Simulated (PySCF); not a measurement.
Atoms are numbered as in `[F:1][C@@H:2]1[CH:3]=[CH:4][O:5][C@@H:6]1[O:7][C:8]([F:9])([F:10])[F:11]`; H(Xn) means a hydrogen on atom n.

Level of theory: PBE0/pcSseg-1 with gauge-including orbitals, GFN2-xTB geometry, in PySCF 2.14.0 with density-fitted response routines (single conformer, equivalent nuclei averaged, relativity neglected, gas phase).

Scale: TMS for ¹³C (σref 186.93) (reference shieldings calculated alike).

Task: Do the ¹³C shifts follow the atomic charges (in e)? Tabulate both.

Result: 
```tsv
atoms	hybridisation	δ (ppm)	σ para (ppm)	Hirshfeld	IAO	Mulliken	ESP-fitted
C4	sp2	158.0	-220	+0.04	+0.07	+0.23	+0.09
C8	sp3	130.9	-180	+0.31	+0.95	+0.95	+0.64
C3	sp2	108.1	-180	-0.10	-0.27	-0.25	-0.46
C6	sp3	100.0	-158	+0.11	+0.23	+0.30	+0.01
C2	sp3	97.5	-151	+0.06	+0.16	+0.24	+0.51
```

Correlation coefficients of δ with charge over these carbons: Hirshfeld +0.20, IAO +0.20, Mulliken +0.28, ESP-fitted +0.11; with the paramagnetic shielding -0.95. With so few points, grouped by hybridisation, these coefficients are fragile. Charge is one influence among several: hybridisation and low-lying excitations act through the paramagnetic term.

Shifts are as computed. Against solution values, carbons near 30 ppm lie about +3 ppm off and those near 130 ppm about +5 ppm. Of 1309 compounds with measured shifts, 239 miss one by over three times the rms of a fit or turn the order of signals round; such compounds aren't used in these exercises.
